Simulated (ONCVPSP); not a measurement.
Plane-wave convergence, ONCV potential for Zr (Z = 40)

- Element: Zr
- Generator: ONCVPSP 4.0.1
- Type: optimised norm-conserving Vanderbilt (ONCV)
- Functional: PW91
- Relativity: fully relativistic
- Frozen core: [Kr]
- Valence charge: 4
- Reference configuration: 4d2 5s1.75 5p0.25
- Partial waves: 5s: rc 3.25 bohr, ncon 4, nbas 7, qcut 1.5 1/bohr, 2 projectors, debl 1.3 Ha; 5p: rc 3.15 bohr, ncon 4, nbas 8, qcut 2.4 1/bohr, 1 projector; 4d: rc 1.80 bohr, ncon 4, nbas 8, qcut 4.6 1/bohr, 2 projectors, debl 3.9 Ha
- Local potential: polynomial inside 1.75 bohr (lpopt 5, dvloc0 0 Ha)
- Core correction: Teter function, fcfact 4.25, rcfact 1.4

Open shells are filled in proportion to 2j + 1.

Problem. For each optimised wave give the share of its norm inside rc, the residual kinetic energy above qcut (Ha) and the cutoffs (Ha) for errors of 10, 1, 0.1 and 0.01 mHa per electron.

Solution.

| wave | norm inside rc | residual KE | 10 mHa | 1 mHa | 0.1 mHa | 0.01 mHa |
| --- | --- | --- | --- | --- | --- | --- |
| 5s | 0.413 | 1.0e-02 | 1.1 | 6.9 | 10.6 | 12.4 |
| s projector 2 | 0.179 | 1.7e-01 | 4.2 | 10.6 | 13.4 | 15.3 |
| 5p j=3/2 | 0.135 | 6.8e-05 | 0.3 | 1.3 | 2.7 | 18.5 |
| 5p j=1/2 | 0.150 | 3.8e-05 | 0.4 | 1.4 | 2.5 | 14.8 |
| 4d j=5/2 | 0.394 | 6.3e-03 | 9.8 | 24.1 | 67.3 | 77.4 |
| d projector 2 j=5/2 | 0.097 | 5.5e-02 | 13.9 | 28.1 | 76.7 | 91.5 |
| 4d j=3/2 | 0.403 | 6.8e-03 | 9.9 | 26.1 | 67.7 | 77.8 |
| d projector 2 j=3/2 | 0.097 | 5.8e-02 | 14.0 | 28.6 | 77.5 | 91.8 |

The occupied waves need 26 Ha and 68 Ha for 1 and 0.1 mHa. Note: ghosts flagged at negative energy: s at -14.3 eV, p3/2 at -12.8 eV, p1/2 at -11.3 eV; no localised positive-energy state flagged. A true bound ghost makes a file unfit for plane-wave use. 2 of 4 tests not solved or not reliable.
